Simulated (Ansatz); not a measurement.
Coupled-cluster diagnostics for Na₆Au⁺, Ansatz.

Geometry of the singlet (PBE-D4/def2-SVP):

| atom | x (Å) | y (Å) | z (Å) |
| --- | --- | --- | --- |
| Au1 | -1.823 | -0.178 | 0.941 |
| Na2 | -1.173 | 2.615 | 1.493 |
| Na3 | 2.033 | 2.952 | -0.157 |
| Na4 | 1.730 | -2.596 | -1.779 |
| Na5 | -0.403 | 0.517 | -1.565 |
| Na6 | 1.108 | -0.441 | 1.205 |
| Na7 | -1.472 | -2.869 | -0.139 |

In the def2 sets Au takes a core potential; there is no spin–orbit coupling. Correlated methods freeze 6 core orbitals; core or outer-core shells of Au, Na are correlated, in sets that lack core-valence functions. No other spin state of charge 1 was run. Another isomer (singlet) lies 0.03 eV lower at PBE0-D4/def2-TZVP; other spin states weren't run for this one.

Task: Estimate the CCSD(T) correlation energy, the shares of MP2 and (T), T1 and the reference's ⟨S²⟩ for: charge 1, singlet, own geometry in def2-SVP; and the rough time on 4 threads of Arm Neoverse N1 on a shared host.

Result: 
```
                          state     basis  correlation (eV)  MP2 share (%)  (T) share (%)     T1  ⟨S²⟩ (pure)  wall time                  remarks
charge 1, singlet, own geometry  def2-SVP           -12.516          101.6            3.5  0.011  0.00 (0.00)       89 s  restricted SCF unstable
```
Customary marks for T1 are 0.02 (closed shells), 0.045 (open shells) and about 0.05 (3d metals). T1 stays under 0.02 throughout.
